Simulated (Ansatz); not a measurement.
Born–Oppenheimer molecular dynamics of C3H10SSi (15 atoms, charge 0, multiplicity 1). It starts at the highest image of a converged band. Of that band: Neighbouring images differ by up to 2.1 eV, so the band resolves the path poorly. A vibrational analysis at the climbing image gives one clearly imaginary mode, 1043i cm⁻¹: a first-order saddle point.

Method: Ansatz 0.2.0, RKS revPBE-D4/def2-SVP.

| Quantity | Value |
| --- | --- |
| ensemble | NVE (velocity Verlet) |
| time step | 0.5 fs |
| steps asked | 196 |
| starting velocities drawn for | 100 K |
| seed | 4423 |

First frame:

```xyz
15
Properties=species:S:1:pos:R:3
C -1.518 0.796 1.747
S 0.281 0.378 1.402
C 0.354 -0.249 -0.295
C -0.305 -1.587 -0.510
Si 1.685 0.455 -1.358
H -1.548 1.517 2.588
H -2.041 -0.135 2.036
H -1.969 1.224 0.830
H 0.231 1.345 0.350
H -0.056 -1.989 -1.515
H 0.023 -2.343 0.247
H -1.418 -1.547 -0.458
H 2.023 1.826 -0.813
H 2.984 -0.334 -1.419
H 1.252 0.595 -2.801
```

Task: How far do the bonds stretch over the last three quarters of this one trajectory? (Pairs bonded in most of those frames.)

Result: 
```
   bond  mean (Å)  spread (Å)  shortest  longest
  C1–S2     1.980       0.049      1.91     2.05
  C1–H6     1.109       0.002      1.11     1.11
  C1–H7     1.109       0.008      1.10     1.13
  C1–H8     1.107       0.007      1.10     1.12
  S2–C3     1.705       0.028      1.66     1.78
  S2–H9     1.383       0.027      1.33     1.43
  C3–C4     1.524       0.039      1.45     1.60
 C3–Si5     1.859       0.052      1.76     1.94
 C4–H10     1.111       0.003      1.11     1.12
 C4–H11     1.119       0.008      1.10     1.13
 C4–H12     1.117       0.006      1.11     1.13
Si5–H13     1.516       0.010      1.50     1.53
Si5–H14     1.514       0.004      1.51     1.52
Si5–H15     1.519       0.022      1.49     1.55
```

Mean temperature of the second half: 372 K. The conserved energy stayed within 0.034 meV per atom of its start (net change 0.0075 meV per atom), so the integration is sound. The system heated up, since it started high on the potential surface and ran downhill. A run of 0.098 ps of so small a system gives no equilibrium averages. The orbitals stay closed-shell, which can raise the energy where a bond breaks towards radicals; this wasn't checked here.

Time of the run: 9.7 min on 2 threads of Arm Neoverse V1 (shared host), peak memory 0.17 GiB.
